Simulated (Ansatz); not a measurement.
`[F][Al]1[CH]=[C]1[SiH3]` + `[OH][GeH]([F])[F]` → `[F][GeH]([F])[O][SiH3]` + `[F][Al]1[CH]=[CH]1`  (ligand exchange at the Si–C bond)

Calculated with Ansatz (gas phase, PBE0-D4/def2-TZVP geometries, no zero-point term in ΔE). CCSD(T)/CBS is the MP2 limit (def2-TZVPP, def2-QZVPP) plus CCSD(T) − MP2 in def2-TZVPP, frozen cores. DFT in def2-TZVPP. HSE06 is defined as in plane-wave codes. For Ge outer-core shells are correlated without core-valence functions, which leaves a few kJ/mol of doubt a bond. Scalar relativity is left out up to krypton. Each species was taken in one conformer, which may not be the lowest.

CCSD(T)/CBS gives -85.0 kJ/mol.

**Question.** Another level gave -67.3 kJ/mol. Which?
A. PBE-D4/def2-TZVPP
B. r2SCAN0-D4/def2-TZVPP
C. BLYP-D4/def2-TZVPP
D. HSE06/def2-TZVPP

**Answer.** A. PBE-D4 -67.3, BLYP-D4 -78.5, r2SCAN0-D4 -84.0, HSE06 -74.5 kJ/mol.

Largest T1 diagnostic among the species: 0.014.

From PBE to PBE0 (25 % exact exchange), in def2-TZVPP and without D4, ΔE moves by −7.0 kJ/mol. In def2-TZVPP, CCSD(T) changes the Hartree–Fock value by +20.4 kJ/mol (the triples alone add +3.6 kJ/mol) and MP2 by +21.3 kJ/mol.
